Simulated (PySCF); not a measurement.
**Broadened absorption spectrum of C2H8N2Si2**

C₂H₈N₂Si₂.
Bonds: C1–Si2, Si2–N3, N3–Si4, Si4–C5, C5–N6 (triple). Hydrogens: H7, H8, H9 on C1; H10, H11 on Si2; H12 on N3; H13, H14 on Si4.

Level of theory: PySCF, TDDFT PBE0/def2-SVPD, vertical, gas phase, core orbitals frozen in the response. Geometry: GFN2-xTB, one conformer, isolated molecule. Torsions of this conformer, `[CH3:1][SiH2:2][NH:3][SiH2:4][C:5]#[N:6]`: C1–Si2–N3–Si4 -179°, Si2–N3–Si4–C5 179°.

Each state is given a Gaussian of 0.4 eV full width at half maximum, with ε(max) = 2.175×10⁸ f / Δν̃ (Δν̃ the width in cm⁻¹). The width is an assumption, not a result. The curve ends short of the highest state used, and states not computed would add to its high-energy end.

```json
{"E (eV)": "5.14", "ε (L mol⁻¹ cm⁻¹)": "0"}
{"E (eV)": "5.17", "ε (L mol⁻¹ cm⁻¹)": "1"}
{"E (eV)": "5.21", "ε (L mol⁻¹ cm⁻¹)": "1"}
{"E (eV)": "5.24", "ε (L mol⁻¹ cm⁻¹)": "2"}
{"E (eV)": "5.28", "ε (L mol⁻¹ cm⁻¹)": "4"}
{"E (eV)": "5.31", "ε (L mol⁻¹ cm⁻¹)": "6"}
{"E (eV)": "5.34", "ε (L mol⁻¹ cm⁻¹)": "10"}
{"E (eV)": "5.38", "ε (L mol⁻¹ cm⁻¹)": "16"}
{"E (eV)": "5.41", "ε (L mol⁻¹ cm⁻¹)": "23"}
{"E (eV)": "5.45", "ε (L mol⁻¹ cm⁻¹)": "36"}
{"E (eV)": "5.48", "ε (L mol⁻¹ cm⁻¹)": "48"}
{"E (eV)": "5.51", "ε (L mol⁻¹ cm⁻¹)": "62"}
{"E (eV)": "5.55", "ε (L mol⁻¹ cm⁻¹)": "83"}
{"E (eV)": "5.58", "ε (L mol⁻¹ cm⁻¹)": "99"}
{"E (eV)": "5.62", "ε (L mol⁻¹ cm⁻¹)": "120"}
{"E (eV)": "5.65", "ε (L mol⁻¹ cm⁻¹)": "134"}
{"E (eV)": "5.68", "ε (L mol⁻¹ cm⁻¹)": "145"}
{"E (eV)": "5.72", "ε (L mol⁻¹ cm⁻¹)": "153"}
{"E (eV)": "5.75", "ε (L mol⁻¹ cm⁻¹)": "154"}
{"E (eV)": "5.79", "ε (L mol⁻¹ cm⁻¹)": "148"}
{"E (eV)": "5.82", "ε (L mol⁻¹ cm⁻¹)": "138"}
{"E (eV)": "5.85", "ε (L mol⁻¹ cm⁻¹)": "126"}
{"E (eV)": "5.89", "ε (L mol⁻¹ cm⁻¹)": "106"}
{"E (eV)": "5.92", "ε (L mol⁻¹ cm⁻¹)": "91"}
{"E (eV)": "5.96", "ε (L mol⁻¹ cm⁻¹)": "74"}
{"E (eV)": "5.99", "ε (L mol⁻¹ cm⁻¹)": "66"}
{"E (eV)": "6.02", "ε (L mol⁻¹ cm⁻¹)": "63"}
{"E (eV)": "6.06", "ε (L mol⁻¹ cm⁻¹)": "72"}
{"E (eV)": "6.09", "ε (L mol⁻¹ cm⁻¹)": "92"}
{"E (eV)": "6.13", "ε (L mol⁻¹ cm⁻¹)": "143"}
{"E (eV)": "6.16", "ε (L mol⁻¹ cm⁻¹)": "204"}
{"E (eV)": "6.20", "ε (L mol⁻¹ cm⁻¹)": "325"}
{"E (eV)": "6.23", "ε (L mol⁻¹ cm⁻¹)": "450"}
{"E (eV)": "6.26", "ε (L mol⁻¹ cm⁻¹)": "606"}
{"E (eV)": "6.30", "ε (L mol⁻¹ cm⁻¹)": "863"}
{"E (eV)": "6.33", "ε (L mol⁻¹ cm⁻¹)": "1086"}
{"E (eV)": "6.37", "ε (L mol⁻¹ cm⁻¹)": "1408"}
{"E (eV)": "6.40", "ε (L mol⁻¹ cm⁻¹)": "1652"}
{"E (eV)": "6.43", "ε (L mol⁻¹ cm⁻¹)": "1880"}
{"E (eV)": "6.47", "ε (L mol⁻¹ cm⁻¹)": "2129"}
{"E (eV)": "6.50", "ε (L mol⁻¹ cm⁻¹)": "2256"}
{"E (eV)": "6.54", "ε (L mol⁻¹ cm⁻¹)": "2324"}
{"E (eV)": "6.57", "ε (L mol⁻¹ cm⁻¹)": "2292"}
{"E (eV)": "6.60", "ε (L mol⁻¹ cm⁻¹)": "2193"}
{"E (eV)": "6.64", "ε (L mol⁻¹ cm⁻¹)": "1972"}
{"E (eV)": "6.67", "ε (L mol⁻¹ cm⁻¹)": "1757"}
{"E (eV)": "6.71", "ε (L mol⁻¹ cm⁻¹)": "1437"}
{"E (eV)": "6.74", "ε (L mol⁻¹ cm⁻¹)": "1193"}
{"E (eV)": "6.77", "ε (L mol⁻¹ cm⁻¹)": "963"}
{"E (eV)": "6.81", "ε (L mol⁻¹ cm⁻¹)": "694"}
{"E (eV)": "6.84", "ε (L mol⁻¹ cm⁻¹)": "529"}
{"E (eV)": "6.88", "ε (L mol⁻¹ cm⁻¹)": "362"}
{"E (eV)": "6.91", "ε (L mol⁻¹ cm⁻¹)": "275"}
{"E (eV)": "6.94", "ε (L mol⁻¹ cm⁻¹)": "217"}
{"E (eV)": "6.98", "ε (L mol⁻¹ cm⁻¹)": "177"}
{"E (eV)": "7.01", "ε (L mol⁻¹ cm⁻¹)": "169"}
```

(1) Locate the maxima and give the states behind the curve.

(2) Coming from long wavelengths, where does ε first pass 100 L mol⁻¹ cm⁻¹?

(3) On this curve, what absorbance would a 10⁻⁵ mol/L sample give at 193 nm over a 1 cm path?

## Answers

(1) 216 nm (5.74 eV), ε about 150, made up of S1 (100%); 190 nm (6.54 eV), ε about 2300, made up of S2 (11%) and S3 (89%) (ε in L mol⁻¹ cm⁻¹; maxima over ε = 5, shares over 10%). At its high-energy end, 7.01 eV, the curve is still rising (ε about 170, from S3, S5 and S6). The states used: S1 5.74 eV (f 0.0023); S2 6.48 eV (f 0.0040); S3 6.55 eV (f 0.031); S4 7.13 eV (f 0.0001); S5 7.18 eV (f 0.0020); S6 7.37 eV (f 0.0034); S7 7.52 eV (f 0.0072); S8 7.61 eV (f 0.0016).

(2) At about 222 nm (5.58 eV), 0.16 eV below S1.

(3) 193 nm is 6.424 eV, where ε is about 1800 L mol⁻¹ cm⁻¹, so A = ε c l ≈ 0.018 (Beer–Lambert, with the gas-phase spectrum and the assumed width).
